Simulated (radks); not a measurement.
Results of a calculation; reference values are marked as such.
Bi+, 82 electrons, occupied as [Hg] 6p2.

Code: a radial shooting solver on a logarithmic mesh with Libxc functionals. Model: scalar-relativistic Kohn-Sham, PBE, spin-unpolarised, spherical densities, point nucleus.

Energy parts (Ry):
| part | energy |
|---|---|
| total | -43060.9612 |
| kinetic | 48864.1013 |
| electron-nucleus | -107611.9533 |
| Hartree | 16475.5324 |
| exchange-correlation | -788.6416 |

Orbitals (lengths in bohr, moments of r in powers of bohr; <r^-3> diverges for s and p1/2; r(max) is where P^2 peaks):
orbital,occ.,eigenvalue (Ry),r(max),<r^-3>,<r^2>
1s,2,-6666.111,0.009652,-,0.0003459
2s,2,-1198.189,0.05617,-,0.005240
2p,6,-1024.763,0.04691,31050,0.004486
3s,2,-289.6843,0.1584,-,0.03368
3p,6,-240.1522,0.1589,7236,0.03501
3d,10,-190.4836,0.1295,871.3,0.02902
4s,2,-66.95466,0.3557,-,0.1603
4p,6,-50.73031,0.3759,1792,0.1841
4d,10,-32.20840,0.3815,191.4,0.2059
4f,14,-11.81482,0.3421,39.35,0.2321
5s,2,-12.19584,0.7705,-,0.7730
5p,6,-7.64389,0.8602,342.8,1.013
5d,10,-2.58651,1.033,24.30,1.753
6s,2,-1.62507,1.855,-,5.074
6p,2,-0.84077,2.366,31.46,8.924

The highest occupied level is 6p at -11.439 eV. Summed over all electrons, <r^2> = 60.49 bohr^2, which gives a Langevin (diamagnetic) susceptibility term of -47.9 x 10^-6 cm^3/mol.
